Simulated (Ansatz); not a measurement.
(1) Predict a relaxed structure of ZnCu₂⁻, charge -1, doublet, at r2SCAN-D4/def2-TZVPD (Ansatz).

Results:

(1) 
Cartesian coordinates in Å:
```
Cu 0.9866 -0.4444 0.8517
Cu 0.4879 0.4579 -1.2114
Zn -1.4746 -0.0135 0.3596
```
 This is one stationary point.

The highest occupied level of the charge -1 doublet lies above zero (up to 0.18 eV). By energy differences its removal costs 1.70 eV (vertical, to the charge 0 singlet, at r2SCAN-D4/def2-TZVPD); a positive level beside a positive removal energy at the same level points to self-interaction error. The relaxation made no stability test and no search for a lower SCF solution. The structure comes from a short search, and lower isomers may exist.
